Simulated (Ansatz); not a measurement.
Species: sum formula H9Si4O, charge 0, multiplicity 2. It need not be the lowest isomer of its formula. 
Geometry from a B3LYP-D3(BJ)/def2-TZVP (Ansatz, a first-principles code) optimisation:
SMILES: [SiH3][Si]([SiH3])([O])[SiH3]
```xyz
14

O     -0.6380    -0.5312    -1.7821
Si     0.0356     0.0162    -0.4344
Si    -1.6127    -1.2085     0.8358
Si     2.1402    -0.8663     0.1742
Si    -0.2718     2.2975     0.0946
H     -1.3247    -0.9528     2.2705
H     -1.4692    -2.6458     0.5327
H     -2.9528    -0.6999     0.4837
H      2.4471    -0.4440     1.5634
H      2.1172    -2.3457     0.1028
H      3.1950    -0.3436    -0.7278
H     -1.7022     2.6640    -0.0233
H      0.5334     3.1473    -0.8157
H      0.1828     2.5259     1.4887
```
Charge 0, spin multiplicity 2.

Basis-set convergence of Hartree-Fock and CCSD(T) correlation energies (hartree) with Ansatz. Cores are frozen in the correlated levels unless marked. Open shells are spin-unrestricted. Spin-orbit coupling is left out. No relativistic terms.

```json
[
 {"basis": "cc-pV(D+d)Z", "functions": "151", "E(HF)": "-1235.81719", "E(corr, CCSD(T))": "-0.67204"},
 {"basis": "cc-pV(T+d)Z", "functions": "312", "E(HF)": "-1235.89509", "E(corr, CCSD(T))": "-0.82316"},
 {"basis": "cc-pV(Q+d)Z", "functions": "581", "E(HF)": "-1235.91478", "E(corr, CCSD(T))": "-0.87297"}
]
```

Extrapolating the two largest sets (X = 3 and 4) as X^-3: E(corr) = (64·(-0.87297) - 27·(-0.82316))/37 = -0.9093 Eh, an estimate of the basis-set limit. The largest set recovers 96.0 % of it, the smallest 73.9 %.
